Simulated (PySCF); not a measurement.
System: SnH4, net charge 0, singlet state. SMILES: [SnH4]
Geometry: optimised at B3LYP-D3(BJ)/def2-TZVP (Ansatz).

Dispersion corrections to the total energy (kcal/mol) from the dftd3 and dftd4 libraries through PySCF: D3(BJ) without and D4 with the three-body term, each with the damping fitted for the functional named.

| functional | D3(BJ) | D4 |
|---|---|---|
| B2GP-PLYP | -1.09 | -0.48 |
| LC-wPBE | -1.19 | … |
| TPSSh | -1.43 | -1.43 |
| CAM-B3LYP | … | -0.99 |
| HF | -12.67 | -4.43 |
| r2SCAN | … | -0.26 |
| BP86 | -2.09 | -1.56 |

Task: Fill in the missing entries.

Result: 
- LC-wPBE, D4: -1.33
- CAM-B3LYP, D3(BJ): -1.00
- r2SCAN, D3(BJ): -0.31
